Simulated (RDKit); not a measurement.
Job for RDKit: UFF on C3H7FO (a complex), monomers drawn apart or pushed together.

```python
from rdkit import Chem
from rdkit.Chem import AllChem, rdDetermineBonds

blocks = [
'''2

F     0.54772149   -0.26638405    0.36994511
H    -0.02770234   -0.29930729    1.12956725
''',
'''10

C     1.19624779    0.04920921    4.19602820
C    -0.28803902   -0.19366928    4.22328154
C    -0.95216414   -0.26491467    5.57058866
O    -0.94224372   -0.32646650    3.20340247
H     1.38747797    1.07888530    4.51229219
H     1.70272521   -0.60029705    4.91261445
H     1.59819004   -0.09727821    3.19661885
H    -2.03352127   -0.28216352    5.46086788
H    -0.62462916   -1.17468808    6.08159480
H    -0.64588792    0.57635966    6.19567646
''',
]
mol = None
for b in blocks:
    f = Chem.MolFromXYZBlock(b)
    rdDetermineBonds.DetermineBonds(f, charge=0)
    mol = f if mol is None else Chem.CombineMols(mol, f)
Chem.SanitizeMol(mol)
print(Chem.MolToSmiles(Chem.RemoveHs(mol)))
ff = AllChem.UFFGetMoleculeForceField(mol, vdwThresh=100.0, ignoreInterfragInteractions=False)
e = ff.CalcEnergy()
print(f'UFF energy {e:.6f} kcal/mol')
```

It printed:

```
CC(C)=O.F
UFF energy 6.724023 kcal/mol
```

The run finished.

Cost: very roughly 0.04 core-seconds.
